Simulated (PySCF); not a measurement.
Molecule: `[SiH3]CC#CC`, C4H8Si.

Molfile (atoms numbered from 1):
```
C4H8Si
     RDKit          3D

 13 12  0  0  0  0  0  0  0  0999 V2000
    2.7598    0.6959   -0.2307 C   0  0  0  0  0  0  0  0  0  0  0  0
    1.4823    0.1006    0.1281 C   0  0  0  0  0  0  0  0  0  0  0  0
    0.4225   -0.4042    0.4349 C   0  0  0  0  0  0  0  0  0  0  0  0
   -0.8746   -0.9591    0.7774 C   0  0  0  0  0  0  0  0  0  0  0  0
   -2.2776    0.2272    0.2972 Si  0  0  0  0  0  4  0  0  0  0  0  0
    3.2098    1.2167    0.6292 H   0  0  0  0  0  0  0  0  0  0  0  0
    2.6459    1.4312   -1.0430 H   0  0  0  0  0  0  0  0  0  0  0  0
    3.4766   -0.0684   -0.5695 H   0  0  0  0  0  0  0  0  0  0  0  0
   -1.0404   -1.9217    0.2628 H   0  0  0  0  0  0  0  0  0  0  0  0
   -0.9444   -1.1655    1.8595 H   0  0  0  0  0  0  0  0  0  0  0  0
   -3.5950   -0.3691    0.6822 H   0  0  0  0  0  0  0  0  0  0  0  0
   -2.1043    1.5283    1.0079 H   0  0  0  0  0  0  0  0  0  0  0  0
   -2.2607    0.4617   -1.1767 H   0  0  0  0  0  0  0  0  0  0  0  0
  1  2  1  0
  2  3  3  0
  3  4  1  0
  4  5  1  0
  1  6  1  0
  1  7  1  0
  1  8  1  0
  4  9  1  0
  4 10  1  0
  5 11  1  0
  5 12  1  0
  5 13  1  0
M  END
```

Geometry PBE0-D3(BJ)/def2-SVP throughout; GIAO in PySCF, gas phase, one conformer, non-relativistic; equivalent atoms averaged; basis pcSseg-2.

Problem. How do the absolute shieldings σ depend on the functional? (ppm; last column core-seconds on 1 thread of an Arm Neoverse N1, shared host; the GGAs took longer than the global hybrids here, which isn't the general rule, and the cause wasn't traced)

Solution. 
```csv
functional,kind,C2,C3,C1,C4,Si5,H11/H12/H13,H6/H7/H8,H9/H10,core-s
HF,Hartree–Fock,108.6,109.4,188.0,194.2,438.2,27.90,29.88,30.27,42
LDA,LDA,94.7,95.2,177.6,179.9,377.3,26.57,28.93,28.88,66
PBE,GGA,98.2,98.9,174.6,177.6,392.5,27.14,29.29,29.30,80
BLYP,GGA,95.4,95.8,170.3,172.7,380.4,27.41,29.43,29.53,80
BP86,GGA,98.4,99.1,174.1,177.4,390.8,27.20,29.35,29.38,83
OPBE,GGA,105.2,106.2,177.9,181.9,417.8,27.21,29.32,29.29,84
KT2,GGA,107.2,107.8,177.1,180.4,418.9,27.19,29.21,29.20,82
KT3,GGA,107.7,108.3,175.1,178.4,422.2,27.51,29.37,29.40,85
B97-D,GGA,101.5,102.1,173.3,176.7,402.6,27.48,29.46,29.55,82
B3LYP,global hybrid,97.8,98.3,174.8,178.2,391.2,27.47,29.50,29.66,72
```

Problem. Which nucleus moves most, in ppm?

Solution. Si5 (silicon bonded to C, 3 H): from 377.3 ppm with LDA to 438.2 ppm with HF. The smallest spread is 0.95 ppm, at H6/H7/H8. Proton shifts span only some 12 ppm, so a few tenths of a ppm matter as much there as several ppm in carbon.
